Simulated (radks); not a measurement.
The manganese ion Mn2+ inside a hard spherical wall (all orbitals vanish at R), configuration held at [Ar] 3d5 and not refilled when levels cross. Method: scalar-relativistic Kohn-Sham, PBEsol, spin-polarised, spherical densities, finite nucleus; open shells are filled with parallel spins first; Fermi nuclear charge, rms radius 3.7057 fm; computed with a radial shooting solver on a logarithmic mesh with Libxc functionals. Eigenvalues in eV for spin up, with the zero of energy where the potential of the charges vanishes at infinity; a dash marks a level that is unbound or too diffuse for the functional's potential to be trusted. A positive occupied level is held by the wall or, in an anion where self-interaction has pushed it up, behind a barrier. The pressure on the wall is -dE/dV.

R (bohr)  E (hartree)  kinetic (hartree)    e(2p)    e(3s)    e(3p)    e(3d)  e(4s, empty)  e(4p, empty)  pressure (GPa)
free      -1156.50365           1169.172  -647.09  -105.07  -73.914  -25.856       -19.903       -14.162               0
20        -1156.50365           1169.172  -647.09  -105.07  -73.914  -25.856       -19.903       -14.162        < 0.0001
15        -1156.50365           1169.172  -647.09  -105.07  -73.914  -25.856       -19.903       -14.162        < 0.0001
12        -1156.50365           1169.172  -647.09  -105.07  -73.914  -25.856       -19.903       -14.162        < 0.0001
10        -1156.50365           1169.172  -647.09  -105.07  -73.914  -25.856       -19.903       -14.161        < 0.0001
6         -1156.50347           1169.174  -647.07  -105.06  -73.900  -25.843       -19.802       -13.798          0.0273
5         -1156.50186           1169.190  -646.97  -104.97  -73.816  -25.759       -19.344       -12.802           0.378
3.5       -1156.45388           1169.503  -645.30  -103.68  -72.563  -24.395       -13.799        -4.635            21.1
3         -1156.34953           1170.079  -642.92  -101.95  -70.871  -22.404        -6.269         4.862            93.0
2         -1154.45427           1179.153  -621.11  -87.427  -55.692   -3.956        60.713        78.287            3530
1.5       -1146.55224           1209.656  -573.27  -51.396  -16.989   38.632        213.25        230.44           35000
